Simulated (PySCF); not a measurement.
**Molecular orbitals of CaTl**

M06 at R = 3.303 Å; PySCF, scalar-relativistic core potentials, basis sets Ca def2-SVP, Tl def2-SVP with ECP60. State: ²Π (doublet), unpaired electrons π ↑. Only the outer orbitals are listed, counted within each symmetry, core potentials removing the inner ones.

```
spin  orbital  occ.  ε (eV)  on Ca (%)            main shells (%)
   α       8σ     1  -17.55          0                   100 Tl d
   α       4π     1  -17.53          0                   100 Tl d
   α       1δ     1  -17.42          0                   100 Tl d
   α       4π     1  -17.32          0                   100 Tl d
   α       1δ     1  -17.32          0                   100 Tl d
   α       9σ     1  -10.19          5                    95 Tl s
   α      10σ     1   -4.47         79           79 Ca s, 19 Tl p
   α       5π     1   -3.07         26  74 Tl p, 16 Ca d, 10 Ca p
   α       5π     0   -2.01         24  76 Tl p, 14 Ca d, 10 Ca p
   α      11σ     0   -1.84         52  49 Tl p, 26 Ca s, 18 Ca p
   α      12σ     0   -0.66         95           82 Ca d, 14 Ca p
   β       8σ     1  -17.52          0                   100 Tl d
   β       4π     1  -17.50          0                   100 Tl d
   β       1δ     1  -17.34          0                   100 Tl d
   β       4π     1  -17.25          0                   100 Tl d
   β       1δ     1  -17.24          0                   100 Tl d
   β       9σ     1  -10.08          4                    96 Tl s
   β      10σ     1   -4.36         82           82 Ca s, 17 Tl p
   β       5π     0   -2.01         23   77 Tl p, 14 Ca d, 9 Ca p
   β      11σ     0   -1.76         48  53 Tl p, 21 Ca s, 18 Ca p
   β       5π     0   -1.72         29  71 Tl p, 19 Ca d, 10 Ca p
```

Which are the highest filled and the lowest empty level, where do they sit, and how wide is the gap?

Highest filled α 5π at -3.07 eV (in %: 74 Tl p, 16 Ca d, 10 Ca p); lowest empty α 5π at -2.01 eV (in %: 76 Tl p, 14 Ca d, 10 Ca p); the gap at M06 is 1.06 eV. Both belong to one degenerate shell, split only by its one-sided filling, so this is no excitation gap.

```json
{
 "bond order (Mayer)": "1.02",
 "⟨S²⟩": "0.752",
 "charge on Ca (Mulliken, basis-dependent)": "0.03",
 "charge on Ca (Löwdin, basis-dependent)": "0.11",
 "dipole moment (positive dipole means Ca(−)Tl(+))": "-1.57 D"
}
```

Spin–orbit coupling is left out, which matters for elements this heavy, above all for dissociation energies. The state is the lowest determinant that a PBE0 search found; another state may lie lower at other levels.
